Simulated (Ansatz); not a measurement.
One change: `CC1=CC(C(F)(F)F)=[O+][Ti-]([OH])([F])([Cl])[O]1` becomes `CC1=CC(C(F)(F)F)=[O+][Ti-]([OH])([F])([F])[O]1`.

Ansatz, PBE0-D4/def2-TZVP geometries, multiplicity 1. Each molecule was computed in one conformer, which needn't be the lowest.

Scalar relativity is left out up to krypton.

| property | `CC1=CC(C(F)(F)F)=[O+][Ti-]([OH])([F])([Cl])[O]1` |
| --- | --- |
| HOMO–LUMO gap (PBE/def2-TZVPP) / eV | 3.33 |
| HOMO energy (PBE/def2-TZVPP) / eV | -7.10 |
| LUMO energy (ωB97M-V/def2-TZVPP) / eV | -0.91 |
| HOMO–LUMO gap (PBE0/def2-TZVPP) / eV | 5.29 |
| HOMO energy (ωB97M-V/def2-TZVPP) / eV | -10.40 |
| HOMO energy (PBE0/def2-TZVPP) / eV | -8.29 |

Problem. What does the change do to each property? (Best estimate.)

Solution. Computed: 
| property | `CC1=CC(C(F)(F)F)=[O+][Ti-]([OH])([F])([F])[O]1` | shift |
| --- | --- | --- |
| HOMO–LUMO gap (PBE/def2-TZVPP) / eV | 3.44 | 0.11 |
| HOMO energy (PBE/def2-TZVPP) / eV | -7.09 | 0.01 |
| LUMO energy (ωB97M-V/def2-TZVPP) / eV | -0.76 | 0.15 |
| HOMO–LUMO gap (PBE0/def2-TZVPP) / eV | 5.41 | 0.12 |
| HOMO energy (ωB97M-V/def2-TZVPP) / eV | -10.39 | 0.01 |
| HOMO energy (PBE0/def2-TZVPP) / eV | -8.28 | 0.01 |
